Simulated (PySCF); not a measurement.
Compound: C₆H₆F₃ (doublet state).
Cartesian coordinates in Å at the GFN2-xTB level; atoms count from 1:
```
atom  x, y, z in Å
C1     3.691   -0.196   -0.202
C2     2.372    0.058   -0.313
C3     1.173    0.265   -0.431
C4    -0.236    0.571   -0.513
F5    -0.474    1.866   -0.067
C6    -1.076   -0.393    0.336
C7    -2.559   -0.098    0.177
F8    -2.975   -0.405   -1.077
F9    -3.287   -0.873    1.016
H10    4.088   -1.165   -0.446
H11    4.363    0.571    0.136
H12   -0.577    0.551   -1.561
H13   -0.812   -0.279    1.389
H14   -0.878   -1.419    0.025
H15   -2.819    0.953    0.373
```

The hyperfine couplings belong to this conformer and change with its torsions.

As a line formula: `[CH2]C#C[C@H](F)CC(F)F` [radical].

Method used: UKS B3LYP, pcH-1 on C F H, non-relativistic, mean-field spin-orbit, GIAO in PySCF. Isolated species at its GFN2-xTB geometry (one conformer only). Couplings are sensitive to structure, and on GFN2-xTB geometries they can be far from those on DFT ones. The SCF solution wasn't tested for stability.

The largest Mulliken spin populations are on C1 (+0.79), C3 (+0.54) and C2 (-0.26). The angles at C1 add up to 360.0°, so it is planar; its axial dipolar tensor and the negative couplings of its protons fit spin in a p orbital normal to that plane.

(1) Find Q in a(H) = Q·ρ(C) for the protons on the planar carbons that carry spin.

Answers

(1) 
| H | C | ρ(C) | a(H) (G) | a/ρ (G) |
| --- | --- | --- | --- | --- |
| H10 | C1 | +0.786 | -18.81 | -23.9 |
| H11 | C1 | +0.786 | -18.77 | -23.9 |

These protons share one ρ (within 0.01), so their mean ratio, Q = -23.9 G, is no test of linearity. In every row coupling and population have opposite signs.

Couplings in gauss use g_iso = 2.0027.
